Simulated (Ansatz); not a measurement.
Reaction (ligand exchange at a B–C bond): `C=C(I)BC` + `OCO` → `CBOCO` + `C=CI`

Program: Ansatz. Geometries: PBE0-D4/def2-TZVP. ΔE: electronic, gas phase. CCSD(T)/CBS is the MP2 limit (def2-TZVPP, def2-QZVPP) plus CCSD(T) − MP2 in def2-TZVPP, frozen cores. This one scheme is used for every species. Functionals use def2-TZVPP. B3LYP here is the variant with VWN-RPA as its local correlation; programs differ in this. def2 core potentials past Kr. For I outer-core shells are correlated without core-valence functions, which leaves a few kJ/mol of doubt a bond. Each species was taken in one conformer, which may not be the lowest.

`C=C(I)BC`:

Z-matrix (Å, degrees):
```
C
B 1 1.548
H 1 1.102 2 105.8
H 1 1.092 2 113.4 3 115.3
H 1 1.092 2 114.6 3 -116.7
C 2 1.548 1 125.7 3 93.6
H 2 1.202 1 120.5 3 -83.9
I 6 2.108 2 120.1 1 -0.6
C 6 1.334 2 121.7 1 179.0
H 9 1.085 6 124.1 2 -179.0
H 9 1.087 6 118.5 2 0.9
```

`OCO`:

```xyz
7

O     0.405   -0.318   -1.105
C     0.302   -0.078    0.267
O    -0.936    0.455    0.634
H    -0.265   -0.966   -1.343
H     1.127    0.602    0.504
H     0.405   -0.997    0.853
H    -1.038    1.302    0.189
```

`CBOCO`:

```xyz
12

C     1.530   -0.806    1.231
B     0.146   -0.316    0.712
O    -0.042   -0.118   -0.615
C    -1.257    0.396   -1.114
O    -1.157    1.752   -1.379
H     1.942   -0.073    1.935
H     2.260   -0.975    0.437
H     1.417   -1.730    1.809
H    -0.782   -0.110    1.454
H    -2.052    0.281   -0.374
H    -1.489   -0.181   -2.016
H    -0.513    1.880   -2.082
```

`C=CI`:

Z-matrix (Å, degrees):
```
C
C 1 1.320
H 1 1.086 2 119.6
H 1 1.083 2 122.8 3 180.0
I 2 2.078 1 123.7 3 180.0
H 2 1.082 1 123.5 3 0.0
```

Question: Is it downhill or uphill in electronic energy at CCSD(T)/CBS, and by how much? (An estimate is asked.)

Answer: Computed: Downhill: ΔE = -1.08 eV.

Question: What do these levels give: PBE-D4, r2SCAN-D4, PBE0-D4, ωB97M-V, B2PLYP, B3LYP, MP2/def2-TZVPP, CCSD/def2-TZVPP, CCSD(T)/def2-TZVPP, SCS-MP2/def2-QZVPP, HF/CBS(def2), CCSD/CBS(def2)? (Estimate.)

Answer: Computed: PBE-D4 -1.05, r2SCAN-D4 -1.11, PBE0-D4 -1.07, ωB97M-V -1.13, B2PLYP -1.16, B3LYP -1.20, MP2/def2-TZVPP -1.08, CCSD/def2-TZVPP -1.15, CCSD(T)/def2-TZVPP -1.12, SCS-MP2/def2-QZVPP -1.10, HF/CBS(def2) -1.25, CCSD/CBS(def2) -1.11 eV.

Largest T1 diagnostic among the species: 0.012.

The D4 term adds +0.07 eV with B3LYP and +0.04 eV with PBE0; it sums over pairs of atoms, weighted by their polarisabilities, and B3LYP, whose exchange is more repulsive, gets the larger term. In def2-TZVPP, CCSD(T) changes the Hartree–Fock value by +0.12 eV (the triples alone add +0.02 eV) and MP2 by +0.16 eV.
